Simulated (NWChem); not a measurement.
System: CH7BP2; SMILES CB(P)P

```xyz
11

B      0.3622    -0.0311     0.0000
C      1.9387     0.0416     0.0000
H      2.3639     0.5211    -0.8898
H      2.3639     0.5211     0.8898
H      2.3104    -0.9960     0.0000
P     -0.5890     0.0988    -1.6593
H      0.2349    -0.7156    -2.4802
H     -1.6398    -0.8366    -1.4774
P     -0.5890     0.0988     1.6593
H     -1.6398    -0.8366     1.4774
H      0.2349    -0.7156     2.4802
```
Atoms are numbered in this order, from 1.

Results from NWChem. The geometry was optimised at B3LYP/6-31G* (spherical d). Total energies compare along this basis series because the functional is fixed.

```tsv
level	basis functions	energy (Ha)	highest occupied level (eV)	orbital gap (eV)	dipole (D)	relative time
Hartree-Fock/def2-SVP	99	-747.8445	-9.33	11.49	1.89	1
Hartree-Fock/def2-SVPD	144	-747.8527	-9.34	11.24	1.78	3
Hartree-Fock/def2-TZVP	178	-748.1483	-9.34	11.40	1.77	4
Hartree-Fock/def2-TZVPP	244	-748.1503	-9.34	11.40	1.76	8
```

Times are rough ratios from one shared machine.
